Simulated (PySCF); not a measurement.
Telling isomers of C11H9N apart by NMR

One averaged value for each set of equivalent atoms, no relativistic terms, single conformer, gas phase. GIAO PBE0/pcSseg-1 shieldings; geometry from GFN2-xTB; PySCF 2.14.0 with density-fitted response routines.

δ = σ(ref) − σ, references computed at the same level: $^{1}$H (σ = 31.72 ppm) and $^{13}$C (σ = 186.93 ppm) against TMS. Where no couplings were computed, multiplicities follow the n + 1 count of equivalent neighbours, and m marks all less simple cases (inequivalent or close neighbours, rings, F or P nearby). Shifts are as computed. Against solution values, carbons near 30 ppm lie about +3 ppm off and those near 130 ppm about +5 ppm. Of 1211 compounds with measured shifts, 218 miss one by over three times the rms of a fit or turn the order of signals round; such compounds aren't used in these exercises.

(1) Tabulate the signals of `c1ccc(-c2cccnc2)cc1`, `c1ccc(-c2ccncc2)cc1` and their relative energies.

(2) What is the quickest way to tell c1ccc(-c2cccnc2)cc1 from c1ccc(-c2ccncc2)cc1?

Results:

(1) 
| SMILES | carbon types | δC | δH | E rel. (kcal/mol) |
| --- | --- | --- | --- | --- |
| c1ccc(-c2cccnc2)cc1 | 2×C 9×CH | 154.8, 154.5, 145.3, 143.0, 140.6, 134.7, 133.6, 133.4, 128.3 | 9.12 (s, 1H), 9.00 (d, 1H), 8.02 (d, 1H), 7.81 (m, 2H), 7.81 (m, 2H), 7.72 (m, 1H), 7.53 (m, 1H) | 0.3 |
| c1ccc(-c2ccncc2)cc1 | 2×C 9×CH | 156.3, 155.9, 146.8, 134.7, 134.3, 133.7, 127.2 | 9.06 (d, 2H), 7.84 (m, 2H), 7.82 (m, 2H), 7.76 (m, 1H), 7.51 (d, 2H) | 0.0 |

Energies are electronic energies at PBE0/pcSseg-1 on these geometries, without zero-point or thermal terms, each for the one conformer computed, which needn't be the lowest.

(2) Count the carbon signals: 9 against 7. The first has an aromatic CH at 140.6 ppm, the second a substituted aromatic carbon (C) at 155.9 ppm. Their most deshielded carbons lie at 154.8 and 156.3 ppm.
